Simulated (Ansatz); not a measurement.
The first iterations of a band of CH$_{6}$BFO (10 atoms, charge 0, multiplicity 1).

Computed with Ansatz, RHF/6-31G*.

- movable images: 9
- climbing image: yes
- spring: 5.0 eV/Å²
- optimiser: quadratic models (default)
- start path: through a guess of the saddle point
- force threshold: 0.05 eV/Å
- iteration limit: 60
- end points: relaxed

First end point:

```xyz
10
Properties=species:S:1:pos:R:3
B 0.165 -0.014 -0.012
F -0.380 0.690 1.015
H 1.348 0.057 -0.141
H -0.526 -0.159 -0.980
O 0.009 -1.688 0.738
C -0.620 -2.734 0.015
H -0.064 -2.859 -0.899
H -0.580 -3.648 0.593
H -1.645 -2.478 -0.216
H -0.417 -1.540 1.574
```

Last end point:

```xyz
10
Properties=species:S:1:pos:R:3
B 0.007 -0.277 -0.783
F 0.192 -1.180 2.885
H 0.441 0.783 -0.469
H -0.272 -0.547 -1.910
O -0.167 -1.186 0.192
C -0.669 -2.490 -0.021
H 0.095 -3.205 0.251
H -1.531 -2.633 0.615
H -0.949 -2.629 -1.057
H 0.143 -1.010 1.983
```

| iteration | highest image above the first end (eV) | largest band force component (eV/Å) |
| --- | --- | --- |
| 1 | 6.608 | 36.471 |
| 2 | 1.923 | 7.308 |
| 3 | 1.725 | 2.649 |
| 4 | 1.785 | 7.163 |
| 5 | 1.417 | 1.689 |
| 6 | 1.389 | 1.446 |
| 7 | 1.453 | 1.690 |
| 8 | 1.414 | 1.231 |
| 9 | 1.149 | 1.160 |

Problem. Does the band converge within its limit, and where does its top end?

Solution. The run converged. It ended after 29 iterations with the highest image 1.368 eV above the first end. The profile has 2 maxima (images 3, 6) with wells between them (image 4): this band takes more than one step, which may be the mechanism or a detour left from its start path. Neighbouring images differ by up to 1.3 eV, so the band resolves the path poorly. A vibrational analysis at the climbing image gives one clearly imaginary mode, 1453i cm⁻¹: a first-order saddle point. The orbitals stay closed-shell, which can raise the energy where a bond breaks towards radicals; this wasn't checked here.

Time of the run: 3.5 min on 1 thread of Arm Neoverse V2, with other jobs on the host, peak memory 0.12 GiB.
